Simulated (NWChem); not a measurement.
A series in which one site is exchanged, each optimised at PBE0/def2-SVP with NWChem, gas phase unless a solvent is named. Low-valent species are run as closed-shell singlets; no triplet was tried in these runs. Some are not confirmed as minima by frequencies. def2 effective core potentials on Sn, Pb; no spin-orbit coupling.

A: [Cl][Pb][Cl] (PbCl₂; site = Pb)
B: [Cl][Ge][Cl] (GeCl₂; site = Ge)
C: [Cl][Sn][Cl] (SnCl$_{2}$; site = Sn)
D: Cl[Si]Cl (SiCl₂; site = Si)

Values for A:

dipole (D), PBE0/def2-SVP: 4.48
orbital gap (eV), PBE0/def2-SVP: 4.92
static polarisability, PBE/def2-SVPD (bohr³): 75.3
lowest singlet excitation, PBE/def2-SVPD, TDA (eV): 3.34

**Question.** How do these values change for the other members?

**Answer.** 
```csv
change from A,B,C,D
"dipole (D), PBE0/def2-SVP",-2.53,-1.21,-3.53
"orbital gap (eV), PBE0/def2-SVP",+0.09,-0.10,-0.07
"static polarisability, PBE/def2-SVPD (bohr³)",-12.5,-2.6,-15.5
"lowest singlet excitation, PBE/def2-SVPD, TDA (eV)",+0.45,+0.23,+0.53
```
